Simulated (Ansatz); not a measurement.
Saddle point of GaSiH7O, closed shell (GaH₃O ([OH][GaH2]) + SiH₄ → GaSiH₅ ([SiH3][GaH2]) + H₂O (still joined by a long Ga–O bond); bonds formed: Ga1–Si6, O2–H5; bonds broken: H5–Si6; bonds weakened to dative contacts: Ga1–O2), PBE0-D4/def2-TZVP structure:

Ga1  (-0.589, -0.173, -1.215)
O2  (0.453, 1.478, -1.113)
H3  (0.209, -1.315, -1.918)
H4  (-2.113, 0.129, -1.177)
H5  (0.436, 0.794, 0.018)
Si6  (0.095, -0.368, 1.388)
H7  (1.326, 1.411, -1.514)
H8  (1.451, -0.784, 1.841)
H9  (-0.712, -1.624, 1.248)
H10  (-0.556, 0.452, 2.443)
(Å)

Energies are electronic, without zero-point energy. Barriers and step energies count from the start structure reached by relaxing down the imaginary mode; all methods use the PBE0-D4 structures, on which another method's saddle can fall below an end. Program: Ansatz 0.2.0. Basis: def2-TZVPP, with def2-QZVPP for the basis limit. Cores are frozen in the correlated methods. Filled d shells of the heavier atoms are correlated. The def2 sets are not built for correlating such inner shells, so the correlated values are less sure here. B3LYP uses VWN-RPA correlation. Extrapolation: Hartree–Fock as exp(−7.88 √X), correlation as X^−2.97.

```
      method  barrier (kcal/mol)  step energy (kcal/mol)
       SPW92               16.80                   -4.67
      PBE-D4               22.97                   -1.67
     BLYP-D4                   ?                    2.79
   r2SCAN-D4               26.53                   -0.20
      B97M-V                   ?                   -0.44
     PBE0-D4               26.70                   -2.36
    B3LYP-D4               31.50                    1.76
  r2SCAN0-D4               29.17                   -1.06
    BHLYP-D4               36.21                    1.49
CAM-B3LYP-D4               32.98                    1.91
     wB97X-V               32.43                    0.85
     wB97M-V               32.02                    0.33
      B2PLYP               33.09                    2.66
    PBE-QIDH               30.67                   -0.67
  RPA on PBE               32.88                    2.23
          HF                   ?                    4.72
         MP2               32.88                    2.52
        CCSD               35.52                    1.42
     CCSD(T)               32.92                    1.12
```

Question: Fill in the withheld barriers. (Judge from chemistry; the value comes from the calculation.)

Answer: The calculation gives: HF 47.86; B97M-V 29.90; BLYP-D4 29.09 kcal/mol. Each is the energy of the saddle less that of the start structure, by the same method.

For comparison, the barrier by CCSD(T) at an estimated basis limit (MP2 extrapolated from triple and quadruple zeta, plus CCSD(T) − MP2 in triple zeta) is 32.16 kcal/mol.

No T1 diagnostic of these runs exceeds 0.015. The start structure is not quite a true minimum (one mode of 57i cm⁻¹).

Labels in which every atom is bracketed show which atoms are joined, not bond orders.

For scale, one of the runs: CCSD(T)/def2-TZVPP, 219 basis functions, launched by `ansatz run in.yaml --threads 4 --pin off --events-out ev --progress --plain --max-ram 9574MiB`. Hardware: 4 CPU threads of an Arm Neoverse V2, shared host. Wall time 63 s; peak host memory 3.2 GiB.
